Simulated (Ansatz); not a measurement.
System: sum formula H2Si2OCl4, charge 0, multiplicity 1. SMILES: Cl[SiH](Cl)O[SiH](Cl)Cl
Geometry from a B3LYP-D3(BJ)/def2-TZVP (Ansatz, a quantum-chemistry and plane-wave program) optimisation:
```xyz
9

Cl    -1.8741    -0.7845     1.2080
Si    -1.4800    -0.2706    -0.7301
Cl    -2.0737     1.6567    -1.0532
O      0.1141    -0.3986    -1.0170
Si     1.6089    -0.1798    -0.4191
Cl     1.6604     1.5310     0.6970
Cl     2.1066    -1.7718     0.7594
H     -2.1994    -1.1632    -1.6366
H      2.5544    -0.0774    -1.5289
```

Atomisation energy built up term by term with Ansatz (kcal/mol; UHF references for open shells; valence terms freeze the core; atomic spin-orbit terms are left out). Basis-set limits of correlation are two-point, X^-3; Hartree-Fock from the larger set.

| term | basis | kcal/mol |
|---|---|---|
| Hartree-Fock | cc-pV(Q+d)Z | [?] |
| CCSD correlation | CBS(cc-pV(T+d)Z,cc-pV(Q+d)Z) | 184.76 |
| (T) | CBS(cc-pV(T+d)Z,cc-pV(Q+d)Z) | [?] |
| core correlation | cc-pwCVTZ | 0.69 |
| scalar relativity (X2C) | cc-pVTZ-DK against cc-pVTZ | -2.76 |
| sum: De |  | [?] |

Some entries are withheld; supply them.


- Hartree-Fock, kcal/mol: 576.24
- (T), kcal/mol: 17.12
- sum: De, kcal/mol: 776.0
